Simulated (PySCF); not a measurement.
LDA on Al⁻ (aluminium, charge -1), [Ne] 3s2 3p2, high-spin 3P determinant. All numbers are calculated (PySCF 2.14, the spin-free X2C one-electron Hamiltonian (Gaussian nucleus), in aug-cc-pVTZ-DK (6s5p3d2f, 50 functions)).

```
cycle= 1 E= -241.7671457758  delta_E= -0.00876  |g|= 0.0476  |ddm|= 0.43
cycle= 2 E= -241.767169367338  delta_E= -2.36e-05  |g|= 0.0233  |ddm|= 0.164
cycle= 3 E= -241.767377255866  delta_E= -0.000208  |g|= 0.0127  |ddm|= 0.161
cycle= 4 E= -241.767708708276  delta_E= -0.000331  |g|= 0.000619  |ddm|= 0.0663
cycle= 5 E= -241.767709934415  delta_E= -1.23e-06  |g|= 0.000106  |ddm|= 0.00518
cycle= 6 E= -241.76770996545  delta_E= -3.1e-08  |g|= 7.33e-07  |ddm|= 0.000753
cycle= 7 E= -241.767709965452  delta_E= -2.44e-12  |g|= 7.17e-07  |ddm|= 1.35e-05
converged SCF energy = -241.767709965452  <S^2> = 2.0011441  2S+1 = 3.0007626
```

Highest occupied orbital energy: 1.255 eV; ⟨L²⟩ = 2.01; populations by l: s 6.00, p 8.00, d 0.00, f 0.00.

**Question.** Can this result be used?

**Answer.** With care. The run converged. At LDA the highest occupied level has a positive energy, so only the finite basis holds that electron; in a semilocal or global hybrid functional this comes from self-interaction and does not mean that the real anion is unbound.
